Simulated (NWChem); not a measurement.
Molecule: C₂H₃FO₂Si; SMILES C1([Si@@H](CO1)F)=O

```xyz
9

O      1.3409    -1.8472     0.0620
C      0.4709    -1.0271    -0.0116
O     -0.8807    -1.2929     0.2412
C     -1.5576     0.0032     0.1265
Si     0.0617     0.8289    -0.4463
F      0.6816     2.0134     0.4984
H     -2.3931    -0.0714    -0.5982
H     -1.9536     0.3186     1.1134
H      0.1871     1.2925    -1.8676
```
Atoms are numbered in this order, from 1.

Computed with NWChem. Medium grid unless said otherwise, to which SCAN and Minnesota functionals are sensitive. Geometry: optimised at PBE-D3(BJ)/def2-SVP. B3LYP is NWChem's, with the RPA form of VWN correlation. Total energies of different functionals are on different scales.

```
level            energy (Ha)  highest occupied level (eV)  orbital gap (eV)  dipole (D)
---------------  -----------  ---------------------------  ----------------  ----------
B3LYP/def2-SVP     -617.5036                        -7.55              6.02        3.73
PBE/def2-SVP       -617.0010                        -6.29              4.01        3.45
MN15-L/def2-SVP    -617.0752                        -6.93              4.83        3.79
M05-2X/def2-SVP    -617.4305                        -9.34              9.05        4.05
TPSS/def2-SVP      -617.5551                        -6.37              4.21        3.57
N12/def2-SVP       -617.3718                        -6.31                 ?        3.60
BP86/def2-SVP      -617.5202                        -6.41              4.04        3.49
```

Some entries are withheld; supply them.


- N12/def2-SVP, orbital gap (eV): 4.12
